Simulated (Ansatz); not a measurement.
Species: sum formula MnOBrH, net charge 0, sextet state. The spin state was set by rule; other spins were not relaxed. 
Structure (B3LYP-D3(BJ)/def2-TZVP (Ansatz, a first-principles code) minimum search):
```xyz
4

Mn     0.1434    -0.7152     0.6016
Br    -0.2248     1.0628    -0.8910
O      0.5324    -2.0861     1.7267
H      0.0260    -2.6280     2.3322
```
Charge 0, spin multiplicity 6.

Parts of the frozen-core correlation energy in def2-TZVPP (Ansatz, hartree). Frozen orbitals: 24; correlated occupied orbitals by spin: 13 and 8; virtual: 120 and 125. UHF or UKS for open shells. No spin-orbit coupling. Non-relativistic.

| term | value |
|---|---|
| reference (HF) | -3797.86220 |
| MP2 opposite-spin | (withheld) |
| MP2 same-spin | (withheld) |
| CCSD correlation | -0.56294 |
| (T) | (withheld) |
| T1 diagnostic | 0.020 |
| largest doubles amplitude | 0.031 |
| <S^2> of the reference | 8.769 |

Problem. What belongs in the gaps?

Solution. 
- MP2 opposite-spin, value: -0.34569
- MP2 same-spin, value: -0.19486
- (T), value: -0.02059
